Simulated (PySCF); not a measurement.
Computed properties of Si(NMe2)(SH) (C2H7NSSi), SMILES CN(C)[Si]S

Si(NMe2)(SH) (C₂H₇NSSi), SMILES CN(C)[Si]S (connectivity only; charge and spin as stated), neutral, multiplicity 1. Geometry optimised at TPSSh-D3(BJ)/def2-SVP. The structure was generated by enumeration; whether it is a known compound was not checked. One conformer was computed; it need not be the lowest. All values are computed for the isolated molecule unless a solvent is named; none is compared with measurement here.

**Structure.** The optimised structure has Cs symmetry. All 30 harmonic modes at TPSSh-D3(BJ)/def2-SVP (PySCF) are real, so it is a minimum. With heavy atoms numbered as in [Si:1]([N:2]([CH3:3])[CH3:4])[SH:11], the shortest bond between them is N2–C3 at 1.455 Å and the longest Si1–S11 at 2.188 Å.

**Vibrations.** The strongest infrared lines (harmonic, unscaled, degenerate partners summed) lie at 1005 cm⁻¹ (120 km/mol, C 35 %, H 35 %, N 26 %), 2997 cm⁻¹ (91 km/mol, H 97 %), 3056 cm⁻¹ (69 km/mol, H 90 %, C 10 %). The softest mode is at 75 cm⁻¹ and the zero-point energy is 58.1 kcal/mol.

**Electronic structure.** r2SCAN/def2-TZVP (PySCF) places the frontier levels at -5.73 and -1.94 eV, a gap of 3.79 eV, and gives a dipole moment of 1.83 D and a mean polarisability of 85.6 bohr³. PBE/def2-TZVP (PySCF) at the same geometry gives -5.53 and -2.02 eV, so its gap is 0.28 eV narrower. An orbital gap is neither the optical nor the fundamental gap.

**Excitations.** TDA-CAM-B3LYP/def2-SVPD (PySCF) has S1 at 4.52 eV (274 nm, f = 0.050, weak); the most intense of the 10 singlets computed lies at 6.58 eV (f = 0.49). T1 (TDA) is at 2.91 eV, 1.61 eV under S1. TDA-PBE/def2-SVPD (PySCF) puts S1 at 4.36 eV. No vertical singlet excitation falls in the visible range (under 3.1 eV).

**NMR.** GIAO shifts at KT2/pcSseg-1 (PySCF) (non-relativistic, atoms alike by connectivity averaged): ¹³C at 46.7 ppm against TMS; ¹H from 2.8 to 3.5 ppm against TMS; ²⁹Si at 205.6 ppm against TMS.

**Solvation.** SMD-B3LYP/def2-SVP (PySCF) gives -0.8 kcal/mol in water, -4.2 kcal/mol in tetrahydrofuran, -3.5 kcal/mol in dimethylsulfoxide (1 M in both phases, gas-phase geometry); of these solvents tetrahydrofuran holds the molecule best.
